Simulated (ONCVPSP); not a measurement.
# How hard is this Al (Z = 13) ONCV potential?

- Element: Al
- Generator: ONCVPSP 4.0.1
- Type: optimised norm-conserving Vanderbilt (ONCV)
- Functional: PBE
- Relativity: scalar-relativistic
- Frozen core: [Ne]
- Valence charge: 3
- Reference configuration: 3s1.5 3p1.5
- Partial waves: 3s: rc 1.75 bohr, ncon 4, nbas 8, qcut 4.8 1/bohr, local; 3p: rc 2.40 bohr, ncon 4, nbas 7, qcut 3.1 1/bohr, 2 projectors, debl 3.6 Ha; d scattering state at 0.26 Ha: rc 2.40 bohr, ncon 4, nbas 7, qcut 4.7 1/bohr, 3 projectors, debl 3.4 Ha
- Local potential: the s channel
- Core correction: Teter function, fcfact 1.5, rcfact 1.55

Task: For each optimised wave give the share of its norm inside rc, the residual kinetic energy above qcut (Ha) and the cutoffs (Ha) for errors of 10, 1, 0.1 and 0.01 mHa per electron.

Result:

```json
{"wave": "3s", "norm inside rc": "0.219", "residual KE": "1.4e-05", "10 mHa": "3.6", "1 mHa": "5.9", "0.1 mHa": "7.7", "0.01 mHa": "20.5"}
{"wave": "3p", "norm inside rc": "0.279", "residual KE": "6.7e-05", "10 mHa": "1.3", "1 mHa": "2.1", "0.1 mHa": "3.3", "0.01 mHa": "18.2"}
{"wave": "p projector 2", "norm inside rc": "0.182", "residual KE": "6.8e-02", "10 mHa": "6.9", "1 mHa": "13.2", "0.1 mHa": "31.4", "0.01 mHa": "36.4"}
{"wave": "d projector 1", "norm inside rc": "0.310", "residual KE": "3.8e-05", "10 mHa": "4.6", "1 mHa": "7.6", "0.1 mHa": "10.0", "0.01 mHa": "22.7"}
{"wave": "d projector 2", "norm inside rc": "0.217", "residual KE": "2.1e-02", "10 mHa": "12.7", "1 mHa": "34.6", "0.1 mHa": "41.3", "0.01 mHa": "52.1"}
{"wave": "d projector 3", "norm inside rc": "0.133", "residual KE": "2.9e-01", "10 mHa": "17.5", "1 mHa": "41.3", "0.1 mHa": "50.3", "0.01 mHa": "55.1"}
```

The occupied waves need 5.9 Ha and 7.7 Ha for 1 and 0.1 mHa. The cutoffs count occupied waves only; projector 3 of the d channel, the hardest unoccupied one, needs 41 Ha at the loose tolerance.
